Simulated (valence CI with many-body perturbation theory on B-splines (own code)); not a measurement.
## Ta²⁴⁺: key properties

Calculated by configuration interaction combined with many-body perturbation theory (CI+MBPT): three valence electrons over a frozen Dirac-Fock core [Kr] 4d10, a basis of 7 s, 7 p, 7 d, 7 f, 4 g, 2 h functions for each j, with the one-electron correlation potential Σ1 (screened to all orders), the two-electron term Σ2, the three-electron term Σ3, Breit, model QED; selected single and double excitations, second order for the rest, scaled by the run's own slope (own B-spline code, finite nucleus).

No measured levels were compared; by estimate terms of the open shell hold to a few per cent of their energy, and close levels can change places. Excitations out of the core, of the other parity, are not computed and may begin above about 157 eV (a cautious bound); beyond it only levels of the ground parity were kept, without lifetimes.

Names give the largest LS component (configuration and term), which can be under half, so a name can repeat, a term be missing and a line seem to break the LS rules; names also repeat where a configuration has a term twice.

Rates and lifetimes use the calculated energies. Strong lines usually hold to 10 to 20 %, long lifetimes can be off by a factor of two.

(1) What is the ground level?

(2) Where does the other parity begin?

(3) How well does LS coupling describe the low levels?

(4) How is the term ⁴I° of the ground level split?

(5) What is the ionisation energy?

(6) Name the longest-lived excited levels whose lifetime is computed, and their main decay.

## Answers

(1) 4f³ ⁴I°_9/2, composition 84 % 4f³ ⁴I° + 15 % 4f³ ²H°, g = 0.756.

(2) At 4f²5s ⁴H_7/2, 99.03 eV.

(3) Among the lowest 20 levels the leading LS term, summed over configurations, holds 68 % on average. For single configurations the figures are 68 % in LS and 73 % in jj coupling. Terms mix most in the J = 3/2 level at 9.25 eV, where the leading one holds 32 %.

(4) J = 9/2 at 0.00, J = 11/2 at 2.23, J = 13/2 at 4.15, J = 15/2 at 5.83 eV.

(5) 728.59 eV; NIST lists 750 ± 40 eV (theoretical).

(6) 4f³ ⁴G°_5/2 at 6.67 eV lives 31.7 ms, mostly by M1 to 4f³ ⁴F°_3/2; 4f³ ⁴F°_7/2 at 6.40 eV lives 25.1 ms, mostly by M1 to 4f³ ⁴I°_9/2; 4f³ ⁴F°_5/2 at 5.70 eV lives 20.7 ms, mostly by M1 to 4f³ ⁴F°_3/2. The lifetime of 4f³ ⁴F°_3/2 is too uncertain to give, and may be longer.
